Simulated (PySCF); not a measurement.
Fe: ionisation energy

Fe [Ar] 3d6 4s2 (5D) → Fe⁺ [Ar] 3d6 4s1 (6D), as a difference of total energies. Computed with PySCF 2.14 in ANO-RCC-VTZP (6s5p3d2f1g, 59 functions), with scalar relativity by spin-free X2C-1e. Correlated levels: valence: [Ar] frozen. The calculations carry no spin-orbit coupling.

Q: Order these methods by the ionisation energy they give, lowest first.
A. SCS-MP2 (valence)
B. CCSD(T) (valence)
C. CCSD (valence)
D. MP2 (valence)

A: D (7.437 eV), A (7.597 eV), C (7.644 eV), B (7.731 eV).

Errors of the correlated levels include the incompleteness of this basis and the frozen core.

For comparison: 7.904 eV (measured; NIST levels, between the centres of gravity of the two terms).
